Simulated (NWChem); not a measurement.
System: SiH2Cl, doublet; SMILES [SiH2]Cl

```xyz
4

Si     0.0756    -1.0425     0.0000
Cl     0.0103     1.0389     0.0000
H     -0.6171    -1.5335     1.2252
H     -0.6171    -1.5335    -1.2252
```
Atoms are numbered in this order, from 1.

In the optimisation the excess spin sits in a' (Cs, its own frame). Coordinates come from a B3LYP/6-31G* (spherical d), spin-unrestricted optimisation. No stability test was run on the SCF state.

Symmetry labels are those of Cs in the frame above (b1 and b2, or b-type labels, depend on it).

**Question.** List the 6 lowest vertical excitations from UHF/aug-cc-pVDZ, CIS (NWChem).

**Answer.** 
```
state    energy (eV)  oscillator strength  symmetry of the excitation  <S²>
-------  -----------  -------------------  --------------------------  ----
state 1         5.13                0.039                          a'  0.82
state 2         6.07                0.012                          a"  0.89
state 3         6.26                0.057                          a'  0.84
state 4         6.33                0.081                          a"  0.84
state 5         7.22                0.027                          a'  1.02
state 6         7.50                0.001                          a"  1.10
```
